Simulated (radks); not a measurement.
The numbers below are computed, except where a source is named.
Question: All-electron atom: La+ in [Xe] 5d2. Level of theory: Dirac Kohn-Sham, B86b exchange with PBE correlation, spin-unpolarised, spherical densities, point nucleus; open shells fill j = l - 1/2 first (a radial shooting solver on a logarithmic mesh with Libxc functionals). Some entries of the table are withheld. Estimate them.

orbital,occ.,eigenvalue (eV),<1/r> (bohr^-1)
1s1/2,2,-38727.56,62.03
2s1/2,2,-6165.409,14.59
2p1/2,2,-5814.484,14.57
2p3/2,4,-5401.260,13.25
3s1/2,2,(1),5.255
3p1/2,2,-1173.706,(2)
3p3/2,4,-1093.170,(3)
3d3/2,4,-834.2837,4.700
3d5/2,6,-817.0572,4.616
4s1/2,2,-269.8021,(4)
4p1/2,2,(5),2.067
4p3/2,4,(6),1.960
4d3/2,4,-109.1028,1.741
4d5/2,6,-106.1292,1.715
5s1/2,2,-42.5735,(7)
5p1/2,2,-27.9399,0.7470
5p3/2,4,-25.4789,0.7088
4f5/2,0,-8.1635,(8)
4f7/2,0,-7.8907,(9)
6s1/2,0,-7.4347,0.3021
5d3/2,2,-7.2339,0.4540
5d5/2,0,-7.0427,0.4454

Answer: 
(1) 3s1/2 eigenvalue (eV): -1321.589
(2) 3p1/2 <1/r> (bohr^-1): 5.166
(3) 3p3/2 <1/r> (bohr^-1): 4.837
(4) 4s1/2 <1/r> (bohr^-1): 2.171
(5) 4p1/2 eigenvalue (eV): -215.3937
(6) 4p3/2 eigenvalue (eV): -198.2671
(7) 5s1/2 <1/r> (bohr^-1): 0.8495
(8) 4f5/2 <1/r> (bohr^-1): 1.140
(9) 4f7/2 <1/r> (bohr^-1): 1.129
